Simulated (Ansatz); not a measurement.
**Ligand exchange: GaH(CH3)2 + C3H8Cd → GaH2(CH3) + C4H10Cd**

Species: GaH(CH3)2, singlet; C3H8Cd `C[CH2][Cd][CH3]`, singlet; GaH2(CH3), singlet; C4H10Cd `C[CH2][Cd][CH2]C`, singlet. The partners trade CH3 for H: Ga–CH3 and C–H bonds give way to Ga–H and C–CH3.

Shapes, held fixed at every level: PBE0-D4/def2-TZVP. Programs: Ansatz 0.2.0. Electronic energies: no zero-point or thermal term.

(1) Estimate ΔE of this reaction.

## Answers

(1) The highest level, CCSD(T)/def2-TZVPP, gives ΔE = +54.0 kJ/mol; the levels span +51.2 to +54.1. The column of differences is taken from that level and isn't an error. No measured value is set beside it here. For atoms past krypton def2 sets carry core potentials with scalar relativity. Relativity is left out for Ga. Outer-core shells of Cd, Ga are correlated in most correlated rows, in sets that cover them unevenly.

```tsv
level	kind	ΔE (kJ/mol)	less CCSD(T)/def2-TZVPP
PBE-D4/def2-TZVPP	GGA	+51.7	-2.3
r2SCAN-D4/def2-TZVPP	meta-GGA	+54.1	+0.1
PBE0-D4/def2-TZVPP	global hybrid	+51.9	-2.1
r2SCAN0-D4/def2-TZVPP	global hybrid	+54.1	+0.1
wB97X-V/def2-TZVPP	range-separated hybrid	+51.2	-2.8
B2PLYP/def2-TZVPP	double hybrid	+54.1	+0.1
CCSD(T)/def2-TZVPP	coupled cluster or CI	+54.0	0.0
```
